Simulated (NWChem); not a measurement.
All runs are NWChem calculations. System: CH2N, charge 0, spin multiplicity 2, at a geometry optimised with UPBE0/def2-SVP. The structure started from a generated list of species. Its SCF solution wasn't tested for a lower state. Level: UPBE/def2-TZVP.

The NWChem input:

```
start mol
memory heap 200 mb stack 900 mb global 1100 mb
geometry units angstroms nocenter noautoz
  C      0.000000     0.000000     0.502095
  N      0.000000     0.000000    -0.740233
  H     -0.943460     0.000000     1.084532
  H      0.943460     0.000000     1.084532
  symmetry group C2v
end
basis spherical
  * library def2-tzvp
end
dft
  xc xpbe96 cpbe96
  odft
  mult 2
  semidirect memsize 60000000 filesize 0
  iterations 100
end
task dft energy
```

Part of the output:

```
             Northwest Computational Chemistry Package (NWChem) 7.3.0
             --------------------------------------------------------

                                NWChem Input Module
                                -------------------

 Scaling coordinates for geometry "geometry" by  1.889725989
 (inverse scale =  0.529177249)

 Turning off AUTOSYM since
 SYMMETRY directive was detected!

                             Geometry "geometry" -> ""
                             -------------------------

 Output coordinates in angstroms (scale by  1.889725989 to convert to a.u.)

  No.       Tag          Charge          X              Y              Z
 ---- ---------------- ---------- -------------- -------------- --------------
    1 C                    6.0000     0.00000000     0.00000000     0.50209500
    2 N                    7.0000     0.00000000     0.00000000    -0.74023300
    3 H                    1.0000    -0.94346000     0.00000000     1.08453200
    4 H                    1.0000     0.94346000     0.00000000     1.08453200

 Effective nuclear repulsion energy (a.u.)      27.5042761152

            Nuclear Dipole moment (a.u.)
            ----------------------------
        X                 Y               Z
 ---------------- ---------------- ----------------
     0.0000000000     0.0000000000     0.0000056692

      Symmetry information
      --------------------

 Group name             C2v
 Group number             16
 Group order               4
 No. of unique centers     3

      Symmetry unique atoms

     1    2    3


 Summary of "ao basis" -> "" (spherical)
 ------------------------------------------------------------------------------
       Tag                 Description            Shells   Functions and Types
 ---------------- ------------------------------  ------  ---------------------
 *                         def2-tzvp                  on all atoms

  pbe96 is a nonlocal functional; adding pw91lda local functional.

                                 NWChem DFT Module
                                 -----------------

 Summary of "ao basis" -> "ao basis" (spherical)
[...]
   Bfn.  Coefficient  Atom+Function         Bfn.  Coefficient  Atom+Function
  ----- ------------  ---------------      ----- ------------  ---------------
    65     -1.717991  3 H  s                 71     -1.717991  4 H  s
     5      1.683757  1 C  s                 14      0.789280  1 C  pz
     4      0.483420  1 C  s                 36      0.376527  2 N  s
     3      0.178774  1 C  s                  8      0.168495  1 C  pz
    35     -0.144123  2 N  s                 42     -0.113270  2 N  pz

   alpha - beta orbital overlaps
   -----------------------------

   alpha      1      2      3      4      5      6      7      8      9     10
    beta      1      2      3      4      5      6      7      8      9     10
 overlap   1.000  1.000  0.998  0.998  0.994  0.999  0.998  0.991  0.998  1.000

   alpha     11     12     13     14     15     16     17     18     19     20
    beta     11     12     13     14     15     16     17     19     18     21
 overlap   0.998  1.000  0.999  1.000  0.993  0.999  1.000  1.000  1.000  0.994

   alpha     21     22     23     24     25     26     27     28     29     30
    beta     20     22     23     24     25     26     27     28     29     30
 overlap   0.998  0.998  1.000  1.000  0.998  1.000  0.998  1.000  0.993  0.998

   alpha     31     32     33     34     35     36     37     38     39     40
    beta     32     31     33     34     35     36     37     38     39     40
 overlap   0.999  1.000  0.997  1.000  0.999  0.999  1.000  0.998  1.000  0.999

   alpha     41     42     43     44     45     46     47     48     49     50
    beta     41     42     43     44     45     46     47     48     50     49
 overlap   0.999  1.000  0.994  1.000  0.997  1.000  0.998  1.000  0.999  1.000

   alpha     51     52     53     54     55     56     57     58     59     60
    beta     51     52     53     54     55     56     57     58     59     60
 overlap   1.000  1.000  0.999  0.999  1.000  0.999  0.999  0.999  0.993  1.000

   alpha     61     62     63     64     65     66     67     68     69     70
    beta     61     62     63     64     65     66     67     68     69     70
 overlap   0.998  0.993  0.990  0.990  0.995  0.996  1.000  1.000  0.998  1.000

   alpha     71     72     73     74
    beta     71     72     73     74
 overlap   1.000  1.000  1.000  1.000

     --------------------------
     Expectation value of S2:
     --------------------------
      <S2> =      0.7567 (Exact =     0.7500)

 center of mass
 --------------
 x =   0.00000000 y =   0.00000000 z =  -0.14530091

 moments of inertia (a.u.)
 ------------------
          46.078449717706           0.000000000000           0.000000000000
           0.000000000000          52.485524286002           0.000000000000
           0.000000000000           0.000000000000           6.407074568296

     Multipole analysis of the density
     ---------------------------------

     L   x y z        total         alpha         beta         nuclear
     -   - - -        -----         -----         ----         -------
     0   0 0 0     -0.000000     -8.000000     -7.000000     15.000000

     1   1 0 0     -0.000000     -0.000000     -0.000000      0.000000
     1   0 1 0     -0.000000     -0.000000     -0.000000      0.000000
     1   0 0 1      0.959135      0.892358      0.066772      0.000006

     2   2 0 0     -8.281066     -8.400491     -6.237903      6.357328
     2   1 1 0     -0.000000     -0.000000     -0.000000      0.000000
     2   1 0 1     -0.000000     -0.000000     -0.000000      0.000000
     2   0 2 0     -9.583199     -5.004504     -4.578695      0.000000
     2   0 1 1      0.000000      0.000000      0.000000      0.000000
     2   0 0 2     -9.642415    -20.192942    -16.948918     27.499445

 Task  times  cpu:        1.7s     wall:        1.7s

 Total times  cpu:        1.8s     wall:        1.8s
```
